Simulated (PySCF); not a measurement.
Species: `C#C[C@@H](C=C=C)[C@@H](C)CC`. The columns A, B, C and D hold Mulliken, IAO, Hirshfeld and ESP-fitted charges (e) of one PBE0/pcSseg-1 density (PySCF), in a shuffled order. Coordinates in Å (GFN2-xTB); the density's dipole moment is (-0.32, -0.43, 0.33) D.

| atom | x | y | z | A | B | C | D |
| --- | --- | --- | --- | --- | --- | --- | --- |
| C1 | 0.129 | 2.525 | -1.689 | -0.454 | -0.417 | -0.256 | -0.116 |
| C2 | 0.284 | 1.475 | -1.135 | -0.021 | +0.323 | -0.025 | -0.025 |
| C3 | 0.495 | 0.218 | -0.443 | +0.221 | -0.231 | -0.120 | -0.006 |
| C4 | 1.885 | 0.201 | 0.160 | -0.444 | -0.133 | -0.190 | -0.053 |
| C5 | 2.644 | -0.849 | 0.159 | +0.181 | -0.116 | +0.026 | +0.002 |
| C6 | 3.380 | -1.914 | 0.142 | -0.589 | -0.144 | -0.365 | -0.116 |
| C7 | -0.585 | -0.015 | 0.642 | +0.189 | -0.291 | -0.084 | -0.014 |
| C8 | -0.512 | 1.058 | 1.725 | -0.576 | -0.197 | -0.422 | -0.123 |
| C9 | -1.992 | -0.048 | 0.035 | -0.028 | -0.214 | -0.252 | -0.068 |
| C10 | -2.211 | -1.180 | -0.962 | -0.305 | -0.263 | -0.419 | -0.118 |
| H11 | -0.016 | 3.437 | -2.186 | +0.308 | +0.037 | +0.200 | +0.090 |
| H12 | 0.430 | -0.598 | -1.172 | +0.069 | +0.154 | +0.165 | +0.050 |
| H13 | 2.225 | 1.124 | 0.610 | +0.220 | +0.142 | +0.171 | +0.055 |
| H14 | 4.074 | -2.111 | -0.660 | +0.238 | +0.149 | +0.172 | +0.057 |
| H15 | 3.347 | -2.642 | 0.937 | +0.232 | +0.147 | +0.171 | +0.057 |
| H16 | -0.376 | -0.991 | 1.097 | +0.032 | +0.121 | +0.128 | +0.034 |
| H17 | -1.300 | 0.907 | 2.460 | +0.140 | +0.114 | +0.140 | +0.041 |
| H18 | 0.444 | 1.023 | 2.242 | +0.145 | +0.117 | +0.138 | +0.035 |
| H19 | -0.635 | 2.045 | 1.284 | +0.147 | +0.118 | +0.142 | +0.033 |
| H20 | -2.708 | -0.159 | 0.854 | +0.040 | +0.115 | +0.130 | +0.037 |
| H21 | -2.191 | 0.908 | -0.453 | +0.034 | +0.127 | +0.136 | +0.030 |
| H22 | -1.655 | -1.011 | -1.881 | +0.067 | +0.119 | +0.136 | +0.037 |
| H23 | -1.900 | -2.133 | -0.537 | +0.060 | +0.107 | +0.134 | +0.037 |
| H24 | -3.266 | -1.251 | -1.220 | +0.095 | +0.117 | +0.143 | +0.042 |

Which column most likely holds the ESP-fitted charges?

A. Σ q r misses the density's dipole by 0.03 D (A), 0.15 D (C), 0.46 D (D), 3.49 D (B). Charges fitted to the outside potential are the only set here that is tied to the molecule's multipoles.

And the Hirshfeld charges?

D. The mean sizes are 0.053 e (D), 0.167 e (B), 0.178 e (C), 0.202 e (A), and Hirshfeld charges are commonly the smallest of these schemes.

As computed, A = ESP-fitted, B = Mulliken, C = IAO, D = Hirshfeld. Hydrogens on carbon: ESP-fitted +0.03 to +0.31, Mulliken +0.04 to +0.15, IAO +0.13 to +0.20, Hirshfeld +0.03 to +0.09 e.

The IAO scheme counts the electrons in orthogonalised intrinsic atomic orbitals, a minimal basis polarised so that it spans the occupied orbitals exactly. The Mulliken scheme gives each basis function's population to the atom it is centred on and halves the overlap population of two atoms between them.

One conformer (not necessarily the lowest) at the GFN2-xTB geometry, without solvent, vibrations or thermal averaging.

Conformer computed: `[CH:1]#[C:2][C@@H:3]([CH:4]=[C:5]=[CH2:6])[C@@H:7]([CH3:8])[CH2:9][CH3:10]`: C2–C3–C4–C5 -140°, C2–C3–C7–C8 -63°, C3–C7–C9–C10 62°.
